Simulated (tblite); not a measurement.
**Question.** Give a GFN2-xTB geometry of InChI=1S/C4H9F3N2Si/c5-4(6,7)2-1-3-9-10-8/h1-2,9H,3,8,10H2/b2-1+.

**Answer.** 
Z-matrix in Å and degrees, rows numbered from 1:
```
N 
Si  1  1.7235
N   2  1.7251  1  103.32
C   3  1.4345  2  122.63  1   -55.69
C   4  1.4975  3  116.02  2   -87.23
C   5  1.3237  4  124.60  3     1.68
C   6  1.4910  5  123.39  4  -179.41
F   7  1.3456  6  112.09  5  -129.20
F   7  1.3409  6  113.80  5    -8.27
F   7  1.3499  6  112.04  5   112.14
H   1  1.0083  2  117.88  3   -51.50
H   1  1.0066  2  118.13  3   172.91
H   2  1.4668  1  118.66  3   113.04
H   2  1.4668  1  103.61  3  -122.82
H   3  1.0080  2  117.92  1   157.26
H   4  1.1000  3  109.96  2   150.54
H   4  1.0937  3  107.77  2    33.88
H   5  1.0819  4  115.12  3  -177.88
H   6  1.0790  5  122.83  4     0.80
```

N1 (silicon-bound nitrogen) is pyramidal (angles 118.1°, 117.9° and 109.7°, sum 345.7°, 0.26 Å off the plane of its three neighbours). The C–C distances run from 1.324 Å (C5=C6, drawn double) to 1.498 Å (C4–C5, drawn single), a spread of 0.174 Å. N3 (silicon-bound nitrogen) has angles 122.6°, 117.9° and 111.8°, sum 352.4°, 0.21 Å off the plane of its three neighbours. Si2 (SiH2 silicon) is distorted tetrahedral (angles from 102.9° to 118.7°).

Computed geometry: GFN2-xTB, gas phase.

Point group: C1 (no symmetry element, even within 0.4 Å). Its GFN2-xTB frequencies are all real (lowest 19 cm⁻¹). One conformer, not necessarily the lowest (H–N1–Si2–N3 -51° and 173°, N1–Si2–N3–C4 -56°, Si2–N3–C4–C5 -87°, N3–C4–C5–C6 2°). 3 starts were optimised and ended at 0.00, 0.61 and 3.03 kcal/mol (GFN2-xTB); the lowest of these is shown.

Hardware: an Arm Neoverse N1 with one thread (shared host). Cost: 3.0 s wall. These figures are those of the optimisation.
